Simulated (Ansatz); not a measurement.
The same path of F₂H₆OW (10 atoms, charge 0, multiplicity 1) was run 3 times with different band settings. Lost on the way: O8–H10. Made: F2–H10.

Theory: Ansatz, RKS PBE/def2-SVP.

Relaxed end points:

```xyz
10
Properties=species:S:1:pos:R:3
W 0.094 0.037 0.034
F -0.097 -0.313 1.881
H 1.401 -1.102 0.366
H -0.959 1.344 0.584
H -1.551 -0.330 -0.194
H -0.360 -1.566 -0.304
F 0.543 0.621 -1.657
O 1.710 1.531 0.785
H 2.428 1.091 1.281
H 1.343 2.216 1.377
```

```xyz
10
Properties=species:S:1:pos:R:3
W 0.270 0.237 -0.283
F 0.043 0.180 2.147
H 1.404 -0.775 0.459
H -0.699 1.438 0.395
H -1.351 -0.147 0.007
H -0.198 -1.374 -0.031
F 0.506 0.434 -2.101
O 1.492 1.504 0.758
H 2.388 1.122 0.849
H 0.698 0.909 1.954
```

Common settings: spring 5.0 eV/Å²; optimiser quadratic models (default); start path through a guess of the saddle point; force threshold 0.03 eV/Å; iteration limit 60; end points relaxed.

| run | movable images | climbing image |
| --- | --- | --- |
| 1 | 5 | yes |
| 2 | 1 | yes |
| 3 | 8 | no |

(1) What does each run give, and how far can it be trusted?

## Answers

(1) Run 1: converged after 14 iterations, highest image 0.386 eV above the first end. A vibrational analysis at the climbing image gives one clearly imaginary mode, 335i cm⁻¹: a first-order saddle point.
Run 2: converged after 25 iterations, highest image 0.386 eV above the first end. Another band between the same ends (5 images) ends at a top of the same energy, where a vibrational analysis finds 1 clearly imaginary mode. So few images can step over the top or miss a turn of the path.
Run 3: converged after 14 iterations, highest image 0.376 eV above the first end. No image climbed, so the highest image needn't sit at the top of the path.
The orbitals stay closed-shell, which can raise the energy where a bond breaks towards radicals; this wasn't checked here.
